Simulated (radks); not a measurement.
Problem. Ne3+, configuration [He] 2p5 (not the ground configuration). Calculated with a radial shooting solver on a logarithmic mesh with Libxc functionals: Dirac Kohn-Sham, PW91, spin-unpolarised, spherical densities, point nucleus; open shells fill j = l - 1/2 first. Some entries of the table are withheld. Estimate them.

orbital,occ.,eigenvalue (eV),r(max) (bohr)
1s1/2,2,-912.0465,0.1025
2p1/2,2,-79.4213,(1)
2p3/2,3,-79.2707,(2)

Solution. 
(1) 2p1/2 r(max) (bohr): 0.5645
(2) 2p3/2 r(max) (bohr): 0.5656
